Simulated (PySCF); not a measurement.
## UHF on Pd⁺ (palladium, charge +1)

Configuration: [Kr] 4d9, 2D determinant. All numbers are calculated (PySCF 2.14, a scalar-relativistic core potential, in cc-pVDZ-PP with ECP28MDF (4s4p3d1f, 38 functions)).

| Item | Value |
| --- | --- |
| Total energy | -126.376248 hartree |
| One-electron energy | -220.2473 hartree |
| Hartree (Coulomb) energy | 105.6943 hartree |
| Exchange energy | -11.8232 hartree |
| ⟨S²⟩ | 0.7558 |
| ⟨L²⟩ | 6.035 |
| Sum of ⟨r⟩ | 21.41 bohr |
| Sum of ⟨r²⟩ | 32.50 bohr² |
| Traceless quadrupole moment −½Σ⟨3z² − r²⟩ along its main axis | -0.693 e·bohr² |
| Time after the integrals | 0.11 s of wall time on 1 thread of Neoverse-V2 (shared host) |

```csv
shell,electrons,mean orbital energy (eV),spread (eV),"rms radius, mean of both spins (bohr)"
4s α,1,-117.81,0,1.02
4s β,1,-115.81,0,1.02
4p α,3,-78.789,1.709,1.13
4p β,3,-76.316,1.134,1.13
4d α,5,-21.112,2.015,1.59
4d β,4,-20.004,1.506,1.59
```

Energies and moments cover only the electrons outside the core potential.
